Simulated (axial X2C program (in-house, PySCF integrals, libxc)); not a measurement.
# Ionising YCl

Computed with an axial X2C code built on PySCF integrals, spin-free (one-electron X2C) or two-component (2c: spin–orbit coupling with atomic mean-field Coulomb and Gaunt terms, which also bring small scalar terms), in Dyall basis sets with cores contracted in-house; open shells are unrestricted.

Basis sets: Cl dyall-av3z, Y dyall-cv3z. Frozen shells (counts by l): YCl Y 4s3p1d, Cl 2s1p, 10 electrons correlated; YCl⁺ Y 4s3p1d, Cl 2s1p, 9 electrons correlated. Where the outer core of a metal is frozen, bonds come out longer and ionisation energies lower.

| Hamiltonian | level | YCl state | Re (Å) | ωe (cm⁻¹) | De (eV) |
| --- | --- | --- | --- | --- | --- |
| spin-free | HF | M_S = 0, Λ = 0 | 2.449 | 359.4 | 4.22 |
| spin-free | PBE0 | M_S = 0, Λ = 0 | 2.378 | 381.5 | 5.23 |
| spin-free | MP2 | M_S = 0, Λ = 0 | 2.432 | 363.8 | 5.51 |
| 2c | HF | Ω = 0 | 2.449 | 359.5 | n/a |
| 2c | PBE0 | Ω = 0 | 2.377 | 381.6 | n/a |
| 2c | MP2 | Ω = 0 | 2.432 | 363.9 | n/a |

Adiabatic ionisation energy (minimum to minimum, no zero-point term) and constants of YCl⁺:

```csv
Hamiltonian,level,YCl⁺ state,IE (eV),Re (Å),ωe (cm⁻¹),De (eV),fragments
spin-free,HF,"M_S = 1/2, Λ = 0",5.67,2.357,428.3,n/a,Y+ + Cl
spin-free,PBE0,"M_S = 1/2, Λ = 0",6.36,2.306,440.4,n/a,Y+ + Cl
spin-free,MP2,"M_S = 1/2, Λ = 0",6.31,2.351,426.8,n/a,Y+ + Cl
2c,HF,Ω = 1/2,5.67,2.357,428.3,n/a,Y+ + Cl
2c,PBE0,Ω = 1/2,6.36,2.306,440.4,n/a,Y+ + Cl
2c,MP2,Ω = 1/2,6.31,2.351,426.8,n/a,Y+ + Cl
```

Problem. Add the zero-point terms to the ionisation energy at MP2, 2c, and say whether the electron removed was bonding.

Solution. IE0 = IE + (ωe⁺ − ωe)/2 = 6.31 + (0.004) = 6.31 eV. Re changes by -0.081 Å, so the bond shortens, as on loss of an antibonding or a polarising non-bonding electron.

Each entry is the lowest single determinant of a limited PBE0 search at one distance. De goes to single-determinant-based atoms at the same level (for ions the charge split of lowest energy) and is withheld (n/a) where an atom does not fit its ground term or J level. Main or longest-lived isotopes. One determinant is a doubtful description, or other states lie close, for YCl⁺; these need not be ground states, and all values refer to the states named. The functionals have no current term, which raises determinants with orbital currents.
